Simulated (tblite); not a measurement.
Species: C5H9BN2.
SMILES with atom numbers: `[CH2:1]=[CH:2][C@H:3]([CH3:4])[B:5]([NH2:6])[C:7]#[N:8]` (hydrogens: H9, H10 on C1; H11 on C2; H12 on C3; H13, H14, H15 on C4; H16, H17 on N6)

Computed with GFN2-xTB (tblite), gas phase: L-BFGS steps from a force-field or distance-geometry start until the largest atomic force falls under 0.01 eV/Å.

At the end of the run (lengths in Å): B5–N6 1.379, N6–H16 1.007, N6–H17 1.007, C3–B5 1.603, C4–H15 1.088, C3–H12 1.096, C4–H13 1.089, B5–C7–N8 178.7°, C2–C3–B5 108.0°, C4–C3–B5 111.8°, C3–B5–N6 121.7°, C1–C2–C3–C4 -130°, C2–C3–B5–N6 -112°, H16–N6–B5–C3 178°, H12–C3–C2–C1 -12°.

Question: These geometries were met on the way; a selection of coordinates is given. Order them by energy above the end point, lowest first.
A. B5–N6 1.377, N6–H16 1.012, N6–H17 1.002, C3–B5 1.603, C4–H15 1.091, C3–H12 1.103, C4–H13 1.094, B5–C7–N8 171.7°, C2–C3–B5 99.5°, C4–C3–B5 116.5°, C3–B5–N6 121.2°, C1–C2–C3–C4 -158°, C2–C3–B5–N6 -118°, H16–N6–B5–C3 173°, H12–C3–C2–C1 -37°
B. B5–N6 1.376, N6–H16 1.025, N6–H17 1.009, C3–B5 1.610, C4–H15 1.088, C3–H12 1.088, C4–H13 1.092, B5–C7–N8 164.9°, C2–C3–B5 98.8°, C4–C3–B5 118.9°, C3–B5–N6 123.8°, C1–C2–C3–C4 -160°, C2–C3–B5–N6 -122°, H16–N6–B5–C3 138°, H12–C3–C2–C1 -41°
C. B5–N6 1.525, N6–H16 1.048, N6–H17 1.039, C3–B5 1.601, C4–H15 1.116, C3–H12 1.120, C4–H13 1.111, B5–C7–N8 179.5°, C2–C3–B5 110.7°, C4–C3–B5 111.2°, C3–B5–N6 119.9°, C1–C2–C3–C4 -162°, C2–C3–B5–N6 -118°, H16–N6–B5–C3 58°, H12–C3–C2–C1 -45°
D. B5–N6 1.401, N6–H16 1.018, N6–H17 0.999, C3–B5 1.633, C4–H15 1.100, C3–H12 1.108, C4–H13 1.099, B5–C7–N8 165.8°, C2–C3–B5 94.1°, C4–C3–B5 118.5°, C3–B5–N6 128.1°, C1–C2–C3–C4 -157°, C2–C3–B5–N6 -125°, H16–N6–B5–C3 123°, H12–C3–C2–C1 -35°
E. B5–N6 1.384, N6–H16 1.007, N6–H17 1.013, C3–B5 1.589, C4–H15 1.086, C3–H12 1.094, C4–H13 1.080, B5–C7–N8 164.2°, C2–C3–B5 98.5°, C4–C3–B5 117.4°, C3–B5–N6 122.1°, C1–C2–C3–C4 -157°, C2–C3–B5–N6 -118°, H16–N6–B5–C3 161°, H12–C3–C2–C1 -33°

Answer: A (0.117 eV), E (0.240 eV), B (0.508 eV), D (0.833 eV), C (1.341 eV).

```tsv
step	E above end (eV)	rms distance from the end, all atoms (Å)	largest force (eV/Å)	rms shift of all bonds from the end (Å)
32	0.117	0.349	0.557	0.005
28	0.240	0.375	0.569	0.007
24	0.508	0.422	1.113	0.008
21	0.833	0.443	0.999	0.013
0	1.341	0.588	1.969	0.041
```

Rows stand in the order of the answer.
